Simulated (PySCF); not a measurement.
From results back to the method.

Species: C₂H₆OSi₂.
Bonds: C1–C2 (double), C2–Si3, Si3–O4, O4–Si5, C1–Si5. Hydrogens: H6 on C1; H7 on C2; H8, H9 on Si3; H10, H11 on Si5.

The closed-shell ground state was solved 7 times with PySCF (density fitting, gas phase), always in the pcSseg-2 basis (278 functions), with these functionals: B97-2, BP86, CAM-B3LYP, HF, LC-wPBE, PBE0 and wB97X-D. Isolated species at its PBE0-D3(BJ)/def2-SVP geometry, gas phase.

| row | total energy (Eh) | HOMO (eV) | LUMO (eV) | dipole (D) |
| --- | --- | --- | --- | --- |
| P | -734.2451 | -7.03 | -2.05 | 1.61 |
| Q | -734.1289 | -9.91 | 0.81 | 1.68 |
| R | -733.7650 | -8.09 | -1.00 | 1.66 |
| S | -734.1395 | -9.38 | 0.17 | 1.68 |
| T | -734.1560 | -7.85 | -1.03 | 1.64 |
| U | -732.1213 | -10.49 | 2.70 | 1.73 |
| V | -733.9091 | -10.76 | 1.28 | 1.70 |

Q: Which functional belongs to which row?

A: P = BP86, Q = wB97X-D, R = PBE0, S = CAM-B3LYP, T = B97-2, U = HF, V = LC-wPBE. By rising HOMO–LUMO gap: BP86 (GGA) 4.98 eV; B97-2 (global hybrid, 21 % exact exchange) 6.82 eV; PBE0 (global hybrid, 25 % exact exchange) 7.09 eV; CAM-B3LYP (range-separated hybrid) 9.55 eV; wB97X-D (range-separated hybrid) 10.72 eV; LC-wPBE (range-separated hybrid) 12.04 eV; HF (all exact exchange) 13.19 eV. Total energies of different functionals aren't bounds to one another; each is stationary for its own functional.

wB97X-D is run here without its empirical dispersion term; that term would change no orbital, density or response property at a fixed geometry.
